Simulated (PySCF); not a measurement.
NMR data simulated for an unnamed compound:

1H NMR (500 MHz, computed): δ 6.52 (m, 1H), 6.16 (m, 1H), 4.27 (m, 1H), 4.25 (m, 1H), 3.64 (m, 1H), 2.70 (m, 1H), 0.40 (m, 3H).

13C{1H} NMR (computed): δ 153.6 (CH), 139.0 (CH), 123.6 (C), 36.9 (CH), 30.8 (CH), -8.2 (CH3).

Calculated, not measured (PySCF): GFN2-xTB geometry, shielding tensors at PBE0/pcSseg-1 (GIAO). No solvent, a single conformation, rapidly exchanging positions averaged, non-relativistic.

Shifts are taken against calculated references (same method and geometry level): 1H (σref 31.72), 13C (σref 186.93) against TMS.

Q: Which of these does the molecule contain: an amide, a CF3 group, a Si–H bond, a ketone, a nitrile, a non-aromatic C=C double bond?

A: 
- An amide: no.
- A CF3 group: no.
- A Si–H bond: yes (δH 4.27 (m), 4.25 (m)).
- A ketone: no.
- A nitrile: yes (δC 123.6).
- A non-aromatic C=C double bond: yes.

The data belong to SMILES N#C[C@@H]1[C@H]([SiH2]C)C=C1, C6H9NSi; they needn't prove each group on their own.

Carbon signals by region: 3 in the sp2 and nitrile region (100–160 ppm), 3 below 50 ppm.

Shifts are as computed. Against solution values, carbons near 30 ppm lie about +3 ppm off and those near 130 ppm about +5 ppm. Of 1211 compounds with measured shifts, 218 miss one by over three times the rms of a fit or turn the order of signals round; such compounds aren't used in these exercises. Multiplicities follow the n + 1 count of equivalent neighbours, as no J values were calculated; m marks all less simple cases, F and P coupling included.
